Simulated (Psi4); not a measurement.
C$_{4}$H$_{9}$O$_{3}$Si (SMILES C=C[Si]([O])(OC)OC), doublet, geometry from GFN2-xTB; B3LYP5/STO-3G (Psi4 1.11).

Here is a job for Psi4.
```
memory 2 GB

molecule {
0 2
C    -1.16378327    2.32077789   -0.05444850
C    -0.20918460    1.61039233    0.46448743
Si    0.17195920   -0.25332511   -0.23780180
O     0.23081552   -0.04888493   -1.75200223
O    -1.03336833   -0.98953057    0.58055555
C    -2.35345598   -0.98209564    0.15310211
O     1.42126644   -0.66730468    0.71372810
C     2.75347124   -0.53276168    0.33469852
H    -1.42283444    3.29964269    0.33355655
H    -1.73379526    1.99095718   -0.90701580
H     0.43190449    1.84288055    1.29258962
H    -2.42452562   -1.17284166   -0.91923206
H    -2.88925905   -1.75808322    0.70236234
H    -2.81735583   -0.01255099    0.36673452
H     3.33276586   -1.29381403    0.86055344
H     3.12893806    0.45592086    0.61599108
H     2.87473949   -0.65767598   -0.74160333
}

set {
  basis sto-3g
  reference uks
}

energy('b3lyp5')
print_variables()
```

The log (banner, timings and long lists left out):

```
   => Loading Basis Set <=

    Name: STO-3G
    Role: ORBITAL
    Keyword: BASIS

         ---------------------------------------------------------
                                   SCF
               by Justin Turney, Rob Parrish, Andy Simmonett
                          and Daniel G. A. Smith
                              UKS Reference
         ---------------------------------------------------------

  ==> Geometry <==

    Molecular point group: c1
    Full point group: C1

    Geometry (in Angstrom), charge = 0, multiplicity = 2:

       Center              X                  Y                   Z               Mass
    ------------   -----------------  -----------------  -----------------  -----------------
         C           -1.175061889907     2.340764287856    -0.042544822519    12.000000000000
         C           -0.220463219907     1.630378727856     0.476391107481    12.000000000000
         SI           0.160680580093    -0.233338712144    -0.225898122519    27.976926534650
         O            0.219536900093    -0.028898532144    -1.740098552519    15.994914619570
         O           -1.044646949907    -0.969544172144     0.592459227481    15.994914619570
         C           -2.364734599907    -0.962109242144     0.165005787481    12.000000000000
         O            1.409987820093    -0.647318282144     0.725631777481    15.994914619570
         C            2.742192620093    -0.512775282144     0.346602197481    12.000000000000
         H           -1.434113059907     3.319629087856     0.345460227481     1.007825032230
         H           -1.745073879907     2.010943577856    -0.895112122519     1.007825032230
         H            0.420625870093     1.862866947856     1.304493297481     1.007825032230
         H           -2.435804239907    -1.152855262144    -0.907328382519     1.007825032230
         H           -2.900537669907    -1.738096822144     0.714266017481     1.007825032230
         H           -2.828634449907     0.007435407856     0.378638197481     1.007825032230
         H            3.321487240093    -1.273827632144     0.872457117481     1.007825032230
         H            3.117659440093     0.475907257856     0.627894757481     1.007825032230
         H            2.863460870093    -0.637689582144    -0.729699652519     1.007825032230

  Running in c1 symmetry.

  Rotational constants: A =      0.07429  B =      0.04641  C =      0.03798 [cm^-1]
  Rotational constants: A =   2227.10521  B =   1391.33191  C =   1138.52533 [MHz]
  Nuclear repulsion =  483.791452505706843

  Charge       = 0
  Multiplicity = 2
  Electrons    = 71
  Nalpha       = 36
  Nbeta        = 35

  ==> Algorithm <==

  SCF Algorithm Type is DF.
  DIIS enabled.
  MOM disabled.
  Fractional occupation disabled.
  Guess Type is SAD.
  Energy threshold   = 1.00e-06
  Density threshold  = 1.00e-06
  Integral threshold = 1.00e-12

  ==> Primary Basis <==

  Basis Set: STO-3G
    Blend: STO-3G
    Number of shells: 35
    Number of basis functions: 53
    Number of Cartesian functions: 53
    Spherical Harmonics?: true
    Max angular momentum: 1

  ==> DFT Potential <==

   => LibXC <=

    Version 7.1.2
    S. Lehtola, C. Steigemann, M. J. T. Oliveira, and M. A. L. Marques,  SoftwareX 7, 1–5 (2018) (10.1016/j.softx.2017.11.002)

   => Composite Functional: B3LYP5 <=

    B3LYP5 Hyb-GGA Exchange-Correlation Functional

    P. J. Stephens, F. J. Devlin, C. F. Chabalowski, and M. J. Frisch,  J. Phys. Chem. 98, 11623 (1994) (10.1021/j100096a001)

    Deriv               =              1
    GGA                 =           TRUE
    Meta                =          FALSE

    Exchange Hybrid     =           TRUE
    MP2 Hybrid          =          FALSE

   => Exchange Functionals <=

    0.0800   Slater exchange
    0.7200         Becke 88

   => Exact (HF) Exchange <=

    0.2000               HF

   => Correlation Functionals <=

    0.1900   Vosko, Wilk & Nusair (VWN5)
    0.8100   Lee, Yang & Parr

[...]

                           Total Energy        Delta E     RMS |[F,P]|

   @DF-UKS iter SAD:  -660.72188859392406   -6.60722e+02   0.00000e+00
   @DF-UKS iter   1:  -663.94930710298058   -3.22742e+00   1.01875e-02 DIIS/ADIIS
   @DF-UKS iter   2:  -659.62300892882274    4.32630e+00   3.94498e-02 DIIS/ADIIS
   @DF-UKS iter   3:  -664.11661655732473   -4.49361e+00   8.20107e-03 DIIS/ADIIS
   @DF-UKS iter   4:  -664.21582516398803   -9.92086e-02   3.26831e-03 DIIS/ADIIS
   @DF-UKS iter   5:  -664.23080460954395   -1.49794e-02   2.09279e-03 DIIS/ADIIS
   @DF-UKS iter   6:  -664.23843713308236   -7.63252e-03   9.78258e-04 DIIS/ADIIS
   @DF-UKS iter   7:  -664.24028646476245   -1.84933e-03   1.62932e-04 DIIS/ADIIS
   @DF-UKS iter   8:  -664.24031445121886   -2.79865e-05   1.30943e-04 DIIS/ADIIS
   @DF-UKS iter   9:  -664.24035653509884   -4.20839e-05   2.46506e-05 DIIS
   @DF-UKS iter  10:  -664.24036215701597   -5.62192e-06   1.29586e-05 DIIS
   @DF-UKS iter  11:  -664.24036566756411   -3.51055e-06   6.19546e-06 DIIS
   @DF-UKS iter  12:  -664.24036698378370   -1.31622e-06   4.73144e-06 DIIS
   @DF-UKS iter  13:  -664.24036812422628   -1.14044e-06   3.30565e-06 DIIS
   @DF-UKS iter  14:  -664.24036939168377   -1.26746e-06   1.78268e-06 DIIS
   @DF-UKS iter  15:  -664.24036976380773   -3.72124e-07   9.39750e-07 DIIS
  Energy and wave function converged.

  ==> Post-Iterations <==

   Electrons on quadrature grid:
      Nalpha   =   36.0000260843 ; deviation = 2.608e-05
      Nbeta    =   35.0000253024 ; deviation = 2.530e-05
      Ntotal   =   71.0000513867 ; deviation = 5.139e-05

   @Spin Contamination Metric:   5.963033137E-03
   @S^2 Expected:                7.500000000E-01
   @S^2 Observed:                7.559630331E-01
   @S   Expected:                5.000000000E-01
   @S   Observed:                5.000000000E-01

    Orbital Energies [Eh]
    ---------------------

    Alpha Occupied:

[...]
    Alpha Virtual:

[...]
    Beta Occupied:

[...]
    Beta Virtual:

[...]
    Final Occupation by Irrep:
              A
    DOCC [    35 ]
    SOCC [     1 ]
    NA   [    36 ]
    NB   [    35 ]

  @DF-UKS Final Energy:  -664.24036976380773

   => Energetics <=

    Nuclear Repulsion Energy =            483.7914525057068431
    One-Electron Energy =               -1878.9096299096131588
    Two-Electron Energy =                 788.8886772985380276
    DFT Exchange-Correlation Energy =     -58.0108696584393186
    Empirical Dispersion Energy =           0.0000000000000000
    VV10 Nonlocal Energy =                  0.0000000000000000
    Total Energy =                       -664.2403697638077347

  UHF NO Occupations:
  HONO-2 :   34  A 1.9996536
  HONO-1 :   35  A 1.9978369
  HONO-0 :   36  A 1.0000000
  LUNO+0 :   37  A 0.0021631
  LUNO+1 :   38  A 0.0003464
  LUNO+2 :   39  A 0.0002570
  LUNO+3 :   40  A 0.0001536

Computation Completed

Properties will be evaluated at   0.000000,   0.000000,   0.000000 [a0]

Properties computed using the SCF density matrix

 Multipole Moments:

 ------------------------------------------------------------------------------------
     Multipole            Electronic (a.u.)      Nuclear  (a.u.)        Total (a.u.)
 ------------------------------------------------------------------------------------

 L = 1.  Multiply by 2.5417464519 to convert [e a0] to [Debye]
 Dipole X            :          1.6388918           -1.5132589            0.1256329
 Dipole Y            :         -2.8032067            2.6815858           -0.1216209
 Dipole Z            :         -1.9924355            1.5971228           -0.3953127
 Magnitude           :                                                    0.4322585

 ------------------------------------------------------------------------------------

  Variable Map:
  ----------------------------------------------------------------------------
[...]
  Array Variable Map:
  ----------------------------------------------------------------------------
[...]
[...]
```
